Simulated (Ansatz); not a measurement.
Reaction (cleavage of the Si–Si bond): `[SiH3][SiH2]OBCl` + `OCS` → `OCS[SiH3]` + `[SiH3]OBCl`

Program: Ansatz. Geometries: PBE0-D4/def2-TZVP. ΔE: electronic, gas phase. CBS: MP2 limit from def2 TZ/QZ plus the TZ coupled-cluster correction, frozen cores. This one scheme is used for every species. DFT in def2-TZVPP. Each species was taken in one conformer, which may not be the lowest.

`[SiH3][SiH2]OBCl`:

Cartesian coordinates in Å:
```
Si 1.673 0.130 0.535
Si -0.302 1.183 -0.168
O -1.519 0.089 -0.497
B -1.573 -1.244 -0.437
Cl -3.064 -2.064 -0.868
H 2.682 1.191 0.801
H 1.445 -0.645 1.783
H 2.193 -0.780 -0.519
H -0.075 1.961 -1.412
H -0.818 2.098 0.882
H -0.642 -1.917 -0.100
```

`OCS`:

Cartesian coordinates in Å:
```
O 0.807 0.814 0.482
C 0.095 -0.069 -0.349
S -1.661 0.012 0.005
H 1.745 0.714 0.291
H 0.174 0.206 -1.408
H 0.439 -1.101 -0.232
H -1.598 -0.576 1.210
```

`OCS[SiH3]`:

Z-matrix (Å, degrees):
```
C
S 1 1.838
O 1 1.389 2 114.6
H 1 1.096 2 108.3 3 126.8
H 1 1.090 2 105.2 3 -117.2
Si 2 2.126 1 98.7 3 -86.6
H 3 0.962 1 109.1 2 62.5
H 6 1.487 2 111.4 1 -64.8
H 6 1.482 2 107.2 1 174.2
H 6 1.491 2 110.7 1 54.8
```

`[SiH3]OBCl`:

```xyz
8

Si    0.983   -0.664    0.236
O    -0.663   -0.439    0.083
B    -1.405    0.620   -0.248
Cl   -0.642    2.172   -0.629
H     1.515    0.237    1.285
H     1.159   -2.079    0.631
H     1.646   -0.402   -1.062
H    -2.593    0.554   -0.296
```

(1) Is it downhill or uphill in electronic energy at CCSD(T)/CBS, and by how much? (An estimate is asked.)

(2) What do these levels give: r2SCAN-D4, ωB97X-V, ωB97M-V, PBE, HF/def2-TZVPP, MP2/def2-TZVPP, SCS-MP2/def2-TZVPP, CCSD(T)/def2-TZVPP, HF/def2-QZVPP, SCS-MP2/def2-QZVPP, MP2/CBS(def2), CCSD/CBS(def2)? (Estimate.)

Largest T1 diagnostic among the species: 0.013.

Answers

(1) Ansatz gave: Downhill: ΔE = -16.6 kcal/mol.

(2) The calculation gave: r2SCAN-D4 -16.3, ωB97X-V -15.5, ωB97M-V -16.9, PBE -13.8, HF/def2-TZVPP -17.1, MP2/def2-TZVPP -18.4, SCS-MP2/def2-TZVPP -17.8, CCSD(T)/def2-TZVPP -15.8, HF/def2-QZVPP -17.2, SCS-MP2/def2-QZVPP -18.2, MP2/CBS(def2) -19.1, CCSD/CBS(def2) -16.2 kcal/mol.
